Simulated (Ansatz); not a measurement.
One change: `N[SiH]1OCO1` becomes `C1O[SiH2]O1`.

Ansatz, PBE0-D4/def2-TZVP geometries, multiplicity 1. Each molecule was computed in one conformer, which needn't be the lowest.

```csv
property,`N[SiH]1OCO1`
size of the dipole moment (PBE/def2-TZVPP) / D,1.80
LUMO energy (PBE/def2-TZVPP) / eV,-0.01
HOMO energy (PBE0/def2-TZVPP) / eV,-7.97
HOMO–LUMO gap (PBE/def2-TZVPP) / eV,6.42
HOMO energy (B3LYP/def2-TZVPP) / eV,-7.76
LUMO energy (ωB97M-V/def2-TZVPP) / eV,2.26
```

Q: Give the same properties after the change, and the shifts. (Estimate.)

A: Ansatz gave: 
```
                                      property  `C1O[SiH2]O1`  shift
size of the dipole moment (PBE/def2-TZVPP) / D           0.27  -1.53
             LUMO energy (PBE/def2-TZVPP) / eV          -1.48  -1.47
            HOMO energy (PBE0/def2-TZVPP) / eV          -8.01  -0.04
           HOMO–LUMO gap (PBE/def2-TZVPP) / eV           5.04  -1.38
           HOMO energy (B3LYP/def2-TZVPP) / eV          -7.82  -0.06
         LUMO energy (ωB97M-V/def2-TZVPP) / eV           1.23  -1.03
```

Dipoles are sizes alone; their direction can turn.

B3LYP here is the variant with VWN-RPA as its local correlation; programs differ in this.
